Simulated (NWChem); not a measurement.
C4H7F; SMILES C=C(F)CC

```xyz
12

C     -0.9856     1.5678    -0.1736
C     -0.0997     0.5870     0.0577
F      1.2189     0.8055    -0.1821
C     -0.3584    -0.8011     0.5585
C      0.1145    -1.8899    -0.4149
H     -0.6542     2.5473    -0.5455
H     -2.0541     1.3989     0.0125
H     -1.4412    -0.9019     0.7723
H      0.1720    -0.9211     1.5300
H      1.1947    -1.7769    -0.6327
H     -0.0459    -2.9000     0.0107
H     -0.4333    -1.8291    -1.3769
```
Atoms are numbered in this order, from 1.

Level: PBE-D3(BJ)/def2-SVP (NWChem), optimised geometry, unscaled harmonic frequencies. 

Problem. List the harmonic frequencies with IR intensities, and the thermochemistry.

Solution. 
```
frequency (cm⁻¹)  IR intensity (km/mol)
----------------  ---------------------
93                                  0.3
225                                 0.4
234                                 0.5
395                                 0.7
460                                 4.4
605                                 2.4
722                                 0.1
769                                 0.3
800                                 9.6
817                                51.3
917                                30.9
979                                11.0
1048                                9.0
1056                                1.6
1216                               18.3
1252                               27.3
1309                               35.0
1342                                4.3
1349                                2.1
1395                                5.8
1417                                8.0
1434                                9.9
1703                               97.7
2966                               13.8
2981                               22.8
3041                                6.5
3072                               18.3
3080                               13.9
3110                                0.4
3216                                1.0
```

| Item | Value |
|---|---|
| zero-point energy | 61.4 kcal/mol |
| thermal correction to the enthalpy at 298.15 K (with zero-point energy) | 65.8 kcal/mol |
| heat capacity Cv | 20.7 cal/(mol K) |
| entropy at 298.15 K and 1 atm (symmetry number 1) | 75.5 cal/(mol K) |
| dipole moment | 1.34 D |

Rigid rotor and harmonic oscillator; modes under 100 cm⁻¹ make the entropy uncertain.
